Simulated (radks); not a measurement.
Removal energies from the gadolinium ion Gd12+, [Kr] 4d10 4f4 5s2, by Delta-SCF beside the eigenvalue of the level emptied. Method: scalar-relativistic Kohn-Sham, BLYP, spin-polarised, spherical densities, finite nucleus; Fermi nuclear charge, rms radius of each element as measured or else 0.836 A^(1/3) + 0.57 fm; computed with a radial shooting solver on a logarithmic mesh with Libxc functionals. Open shells are filled with parallel spins first.

removed from             final configuration  Delta-SCF (eV)  -eigenvalue (eV)
4f                         [Kr] 4d10 4f3 5s2          235.66            220.49
5s                         [Kr] 4d10 4f4 5s1          241.29            232.10
4d                          [Kr] 4d9 4f4 5s2          376.57            360.90
4p            [Ar] 3d10 4s2 4p5 4d10 4f4 5s2          507.64            491.46
